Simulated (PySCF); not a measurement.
All of these have the formula C7H9NO. Theory: PySCF, TDDFT PBE0/def2-SVPD, vertical, gas phase, core orbitals frozen in the response. Geometries: GFN2-xTB; one conformer of each isolated species. Triplets are in the Tamm–Dancoff approximation. 'Strongest' means the level of largest summed f among the lowest 6 singlets; it needn't be the same kind of state in each.

Problem. Rank by computed lowest singlet excitation energy, highest first.
A. `C=C(C)C#CC(=O)NC`
B. `CCc1cc[n+]([O-])cc1`
C. `C#CC(=O)NCC1CC1`
D. `C#C/C=C(\C)CNC=O`

Solution. D (5.42 eV), C (4.95 eV), A (4.49 eV), B (4.23 eV).

| SMILES | S1 (eV) | α (au) | HOMO (eV) | strongest (eV) | f (strongest) | LUMO (eV) | S1 mainly |
| --- | --- | --- | --- | --- | --- | --- | --- |
| C#C/C=C(\C)CNC=O | 5.42 | 99.4 | -6.99 | 5.42 | 0.33 | -0.99 | H→L (69%) |
| C#CC(=O)NCC1CC1 | 4.95 | 90.9 | -7.60 | 5.91 | 0.11 | -0.92 | H-1→L (93%) |
| C=C(C)C#CC(=O)NC | 4.49 | 104.2 | -7.22 | 5.07 | 0.41 | -1.54 | H-2→L (58%) |
| CCc1cc[n+]([O-])cc1 | 4.23 | 97.6 | -6.22 | 4.82 | 0.31 | -1.12 | H→L+1 (93%) |

H and L stand for HOMO and LUMO.
